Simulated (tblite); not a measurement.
C5H6BClS.
SMILES with atom numbers: `[CH3:1][C:2]#[C:3][B:4]([Cl:5])[C@H:6]1[CH2:7][S:8]1` (hydrogens: H9, H10, H11 on C1; H12 on C6; H13, H14 on C7)

Computed with GFN2-xTB (tblite), gas phase: L-BFGS steps from a force-field or distance-geometry start until the largest atomic force falls under 0.01 eV/Å.

The end geometry, which sets the zero of energy:
```
atom  x, y, z in Å
C1      2.9634   -0.2501   -0.3161
C2      1.6555    0.2655   -0.0026
C3      0.5564    0.6980    0.2553
B4     -0.8092    1.2147    0.5975
Cl5    -1.0108    2.8213    1.1681
C6     -2.0730    0.2967    0.4623
C7     -2.0579   -0.9412   -0.3682
S8     -1.9218   -1.2818    1.3830
H9      3.7208    0.2646    0.2743
H10     3.0049   -1.3180   -0.1029
H11     3.1737   -0.0920   -1.3740
H12    -3.0543    0.7394    0.6121
H13    -2.9827   -1.2592   -0.8307
H14    -1.1655   -1.1586   -0.9401
```

Question: These geometries come from the run, each turned onto the end geometry. Order them by energy, lowest first.
A.
```
atom  x, y, z in Å
C1      3.0018   -0.2681   -0.2032
C2      1.6690    0.2269    0.0190
C3      0.5719    0.7095    0.1795
B4     -0.8006    1.2229    0.4715
Cl5    -1.1116    2.8954    0.6792
C6     -1.9832    0.2013    0.6199
C7     -2.1982   -0.8456   -0.4318
S8     -1.5446   -1.5127    1.0965
H9      3.6998    0.2911    0.4211
H10     3.0654   -1.3266    0.0453
H11     3.2576   -0.1221   -1.2544
H12    -2.8884    0.5355    1.1184
H13    -3.2169   -1.1321   -0.6626
H14    -1.5226   -0.8761   -1.2802
```
B.
```
atom  x, y, z in Å
C1      3.2893   -0.1321   -0.0459
C2      1.9035    0.2417    0.0613
C3      0.7416    0.5710    0.1388
B4     -0.6981    0.9702    0.2220
Cl5    -1.1743    2.5857   -0.1074
C6     -1.8471   -0.0375    0.6368
C7     -2.7755   -0.6546   -0.3561
S8     -1.6455   -1.8242    0.4002
H9      3.8943    0.5075    0.5963
H10     3.4299   -1.1715    0.2470
H11     3.6222   -0.0058   -1.0762
H12    -2.3174    0.1884    1.5937
H13    -3.8162   -0.7843   -0.0862
H14    -2.6073   -0.4552   -1.4064
```
C.
```
atom  x, y, z in Å
C1      2.9125   -0.2904   -0.2920
C2      1.6364    0.3089    0.0029
C3      0.5585    0.7922    0.2602
B4     -0.8256    1.2767    0.5825
Cl5    -1.1251    2.9010    1.0494
C6     -2.0293    0.2708    0.5123
C7     -2.0083   -0.9093   -0.3993
S8     -1.7089   -1.3490    1.3082
H9      3.6964    0.1780    0.3010
H10     2.8760   -1.3555   -0.0645
H11     3.1428   -0.1652   -1.3498
H12    -3.0218    0.6351    0.7646
H13    -2.9484   -1.2575   -0.8057
H14    -1.1556   -1.0366   -1.0518
```
D.
```
atom  x, y, z in Å
C1      3.3170   -0.1639   -0.0797
C2      1.8804    0.2034    0.0653
C3      0.7330    0.5102    0.2078
B4     -0.7472    0.9372    0.3421
Cl5    -1.3616    2.4700   -0.4668
C6     -1.8538   -0.1152    0.7767
C7     -2.7280   -0.6032   -0.3754
S8     -1.6700   -1.8547    0.3883
H9      3.9534    0.4718    0.5602
H10     3.4240   -1.1982    0.2719
H11     3.6422   -0.0042   -1.1226
H12    -2.4090    0.1347    1.7246
H13    -3.8055   -0.5380   -0.1065
H14    -2.3754   -0.2507   -1.3679
```
E.
```
atom  x, y, z in Å
C1      2.9363   -0.2928   -0.2597
C2      1.6379    0.2659    0.0120
C3      0.5652    0.7672    0.2530
B4     -0.8182    1.2594    0.5624
Cl5    -1.1222    2.9170    0.9053
C6     -2.0196    0.2479    0.5531
C7     -2.0626   -0.8927   -0.4143
S8     -1.6246   -1.4027    1.2515
H9      3.6961    0.2203    0.3297
H10     2.9340   -1.3589   -0.0330
H11     3.1747   -0.1456   -1.3118
H12    -2.9995    0.6000    0.8882
H13    -3.0344   -1.2138   -0.7730
H14    -1.2636   -0.9720   -1.1454
```

Answer: C (0.008 eV), E (0.019 eV), A (0.038 eV), B (0.124 eV), D (0.635 eV).

In the order of the answer:

```tsv
step	E above end (eV)	largest force (eV/Å)	rms force component (eV/Å)	rms distance from end (Å)	rms bond change (Å)	bond most changed (Å)
88	0.008	0.07	0.020	0.125	0.001	B4–C6 +0.002
79	0.019	0.28	0.079	0.181	0.004	C7–S8 +0.007
74	0.038	0.20	0.062	0.323	0.003	C6–C7 +0.009
34	0.124	0.09	0.027	0.897	0.007	C6–S8 -0.020
0	0.635	2.85	0.831	0.951	0.044	B4–Cl5 +0.122
```

What follows is the cost of the whole relaxation. Time: 3.4 s wall. Hardware: an Intel Xeon at 2.50 GHz with one thread, no GPU, shared host with 64 logical CPUs at a one-minute load of 63.
